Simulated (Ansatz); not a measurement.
C$_{2}$H$_{7}$FHfO$_{2}$Se (`C[O][Hf]([F])([SeH])[O]C`), 14 atoms. The species carries charge 0 and has multiplicity 1. Correlated methods include outer-core shells of Hf, Se, which these sets cover unevenly. Scalar relativity is left out up to krypton. Hf: def2 effective core potential. All runs use 2 threads of an AMD EPYC 7R13 on a shared host and a share of an NVIDIA H100 80 GB. Correlated methods freeze the cores. Open-shell runs search over several starts.

Task: Give the basis size and wall time and peak host memory of each of these runs in Ansatz. RKS ωB97M-V/def2-QZVPP energy; UKS B2PLYP (frozen core)/def2-TZVPP energy of the cation; RKS PBE0-D4/def2-QZVPP energy; UKS B3LYP-D4/def2-TZVPP energy of the cation; direct RPA on PBE orbitals/def2-TZVPP energy; UHF-MP2/def2-QZVPP energy of the cation; UKS ωB97M-V/def2-TZVPP energy of the cation; RHF-MP2/def2-QZVPP energy; UKS PBE0-D4/def2-TZVPP energy of the cation; UKS r2SCAN-D4/def2-TZVPP energy of the cation; UHF-CCSD(T)/def2-TZVPP energy of the cation; RKS ωB97M-V/def2-TZVPP energy and forces. (An estimate is asked.)

Result: Computed: Other jobs shared the machine, so times are rough.

| level | job | functions | wall time | peak host memory (GiB) |
| --- | --- | --- | --- | --- |
| direct RPA on PBE orbitals/def2-TZVPP | energy | 357 | 5 s | 1.6 |
| RKS PBE0-D4/def2-QZVPP | energy | 665 | 5.5 s | 1.2 |
| RKS ωB97M-V/def2-TZVPP | energy and forces | 357 | 6.5 s | 1.1 |
| RHF-MP2/def2-QZVPP | energy | 665 | 7.5 s | 1.3 |
| RKS ωB97M-V/def2-QZVPP | energy | 665 | 8 s | 1.4 |
| UKS PBE0-D4/def2-TZVPP | energy of the cation | 357 | 8 s | 1 |
| UKS B3LYP-D4/def2-TZVPP | energy of the cation | 357 | 9 s | 1 |
| UKS B2PLYP (frozen core)/def2-TZVPP | energy of the cation | 357 | 10 s | 1.7 |
| UKS r2SCAN-D4/def2-TZVPP | energy of the cation | 357 | 12 s | 1.1 |
| UHF-MP2/def2-QZVPP | energy of the cation | 665 | 13 s | 1.4 |
| UKS ωB97M-V/def2-TZVPP | energy of the cation | 357 | 14 s | 1.3 |
| UHF-CCSD(T)/def2-TZVPP | energy of the cation | 357 | 5.3 min | 1.7 |

B3LYP here is the variant with VWN-RPA as its local correlation; programs differ in this.
